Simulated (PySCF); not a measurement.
**Mn (manganese, neutral) across methods**

[Ar] 3d5 4s1 4p1, high-spin 8P determinant (an excited configuration). Computed with PySCF 2.14 in aug-cc-pVQZ (9s8p6d4f3g2h, 140 functions), with no relativity, point nucleus.

```tsv
method	E (hartree)	mean ε 3d α (eV)	mean ε 4s α (eV)	mean ε 4p α (eV)	Σ⟨r²⟩ (bohr²)	⟨S²⟩
M06-2X	-1150.872	-14.272	-7.966	-3.812	46.50	15.751
LDA	-1148.549	-9.880	-6.694	-2.562	46.70	15.750
TPSSh	-1150.934	-10.552	-6.813	-2.780	46.60	15.750
r2SCANh	-1150.902	-10.940	-7.066	-2.905	46.03	15.750
PBE	-1150.674	-9.696	-6.510	-2.519	47.14	15.750
r2SCAN	-1150.907	-10.062	-6.754	-2.653	46.03	15.750
UHF	-1149.82986	-18.492	-9.495	-5.088	47.11	15.750
PBE0	-1150.715	-11.978	-7.342	-3.213	46.69	15.750
```
